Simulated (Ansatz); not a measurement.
A nudged elastic band was laid between two geometries of AsH5OSi (8 atoms, charge 0, multiplicity 1).

Method: RKS PBE0-D4/def2-SVP in Ansatz 0.2.0.

- movable images: 7
- climbing image: yes
- spring: 5.0 eV/Å²
- optimiser: quadratic models (default)
- start path: through a guess of the saddle point
- force threshold: 0.05 eV/Å
- iteration limit: 60
- end points: relaxed

Initial state:

```xyz
8
Properties=species:S:1:pos:R:3
O -1.225 0.328 -1.447
As -0.510 1.234 -0.040
Si 0.607 -0.684 0.806
H -2.127 0.650 -1.564
H 0.756 1.721 -0.752
H 1.624 -0.250 1.815
H 1.275 -1.440 -0.294
H -0.400 -1.561 1.475
```

Final state:

```xyz
8
Properties=species:S:1:pos:R:3
O -0.493 0.744 -1.707
As -1.118 0.731 0.001
Si 0.547 -0.789 0.752
H -1.262 0.730 -2.289
H -0.321 1.940 0.502
H 1.895 -0.397 0.246
H 0.200 -2.151 0.248
H 0.552 -0.808 2.248
```

Task: What changes between the two ends?

Result: No bond is made or broken. The dihedral O1–As2–Si3–H6 goes from 165 to 46°. The two ends are copies of one structure, up to a mirror image or an exchange of like atoms.

Task: Give the energies along the band, and the barrier.

Result: It converged. The highest image is number 4 of 0 to 8, 0.079 eV above the ends, which have the same energy within 2 meV. A vibrational analysis at the climbing image gives one clearly imaginary mode, 130i cm⁻¹: a first-order saddle point.

```json
{"image": "0", "path coordinate (Å)": "0.00", "energy (eV)": "0.000", "dihedral O1–As2–Si3–H6 (°)": "165"}
{"image": "1", "path coordinate (Å)": "0.46", "energy (eV)": "0.012", "dihedral O1–As2–Si3–H6 (°)": "152"}
{"image": "2", "path coordinate (Å)": "0.91", "energy (eV)": "0.039", "dihedral O1–As2–Si3–H6 (°)": "137"}
{"image": "3", "path coordinate (Å)": "1.37", "energy (eV)": "0.067", "dihedral O1–As2–Si3–H6 (°)": "122"}
{"image": "4", "path coordinate (Å)": "1.82", "energy (eV)": "0.079", "dihedral O1–As2–Si3–H6 (°)": "106"}
{"image": "5", "path coordinate (Å)": "2.29", "energy (eV)": "0.066", "dihedral O1–As2–Si3–H6 (°)": "90"}
{"image": "6", "path coordinate (Å)": "2.76", "energy (eV)": "0.038", "dihedral O1–As2–Si3–H6 (°)": "75"}
{"image": "7", "path coordinate (Å)": "3.23", "energy (eV)": "0.011", "dihedral O1–As2–Si3–H6 (°)": "60"}
{"image": "8", "path coordinate (Å)": "3.70", "energy (eV)": "0.000", "dihedral O1–As2–Si3–H6 (°)": "46"}
```

Task: What is the geometry of the highest image?

Result: 
```xyz
8
Properties=species:S:1:pos:R:3
O -0.851 0.482 -1.694
As -0.851 1.021 0.041
Si 0.572 -0.742 0.818
H -1.748 0.616 -2.023
H 0.316 2.006 -0.072
H 1.957 -0.268 1.122
H 0.607 -1.779 -0.255
H -0.003 -1.336 2.064
```

Task: What are the harmonic wavenumbers there?

Result: 130i, 147, 206, 355, 476, 512, 655, 697, 820, 868, 924, 942, 1054, 2178, 2220, 2231, 2249, 3884 cm⁻¹.

The run took 62 s on 1 thread of AMD EPYC 9R45 96-Core Processor (Zen 5), with other jobs on the host, peak memory 0.23 GiB.
